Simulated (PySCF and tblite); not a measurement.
Values are calculated unless marked as measured or tabulated.
2 regioisomers of C₄H₁₀GeS:

```json
{"isomer": "A", "SMILES": "[GeH3:1][C@@H:2]1[CH2:3][CH2:4][CH2:5][S:6]1"}
{"isomer": "B", "SMILES": "[GeH3:1][C@@H:2]1[CH2:3][CH2:4][S:5][CH2:6]1"}
```

Each isomer is a Boltzmann average at 298.15 K over at most 6 conformers: GFN2-xTB geometries, energies B3LYP/def2-SVP (IEF-PCM, dichloromethane) (D3(BJ) added where defined), GFN2-xTB thermal terms. Programs: PySCF with density fitting and tblite.

Equilibrium rotational constants and dipole components of each isomer's leading conformer, in random order:

| set | A (MHz) | B (MHz) | C (MHz) | abs μa | abs μb | abs μc (D) |
| --- | --- | --- | --- | --- | --- | --- |
| P | 5184 | 852 | 760 | 1.35 | 1.31 | 0.33 |
| Q | 4046 | 1054 | 890 | 1.33 | 2.38 | 0.10 |

Q: Match sets and isomers.

A: P is B (C1), Q is A (C1).

The whole study took 2.8 min on 1 thread of Arm Neoverse V2 (shared host) (rough), peak memory 1.1 GiB, launched as `OMP_NUM_THREADS=1 python ens_run.py task.json out`.
